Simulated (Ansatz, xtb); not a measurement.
Pair of molecules: PH3 (SMILES P) (first 4 atoms) with HI (SMILES I); geometry from B3LYP-D3(BJ)/def2-TZVP.
(charge 0, multiplicity 1):
```xyz
6

P     -0.45874     0.10216     0.23451
H      0.05375    -1.06701    -0.37814
H     -1.74795    -0.02484    -0.33713
H      0.02512     0.97796    -0.76738
I      0.08468     0.88054     4.33770
H     -0.12518     0.58017     2.74866
```

Counterpoise-corrected where a basis set is named; no monomer relaxation.

The values were computed with Ansatz (Gaussian orbitals); xtb for the GFN methods. Values without a source in brackets are computed. In def2 rows elements past Kr take small-core potentials, without spin–orbit coupling.

Q: One of these levels gives -1.83 kcal/mol for the interaction energy. Name it.
A. r2SCAN/def2-TZVPPD
B. GFN2-xTB
C. BHLYP/def2-TZVPPD
D. wB97M-V/def2-TZVPPD

A: D, wB97M-V/def2-TZVPPD. The others give -3.26 (GFN2-xTB), -2.28 (r2SCAN/def2-TZVPPD), -1.17 (BHLYP/def2-TZVPPD)

Ansatz is a quantum-chemistry and plane-wave program.
